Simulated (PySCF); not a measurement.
A calculated (BHandHLYP, PySCF 2.14, dyall-av2z, the non-relativistic Hamiltonian (point nucleus)) atom or ion has these occupied shells.

| shell | electrons | orbital energy (eV) | rms radius, mean of both spins (bohr) |
| --- | --- | --- | --- |
| 1s α | 1 | -225.42 | 0.380 |
| 1s β | 1 | -224.88 | 0.380 |
| 2p α | 1 | -29.409 | 1.73 |

**Question.** Name the element and its charge.

**Answer.** B²⁺ (boron, charge +2), in [He] 2p1, 2P determinant (an excited configuration).
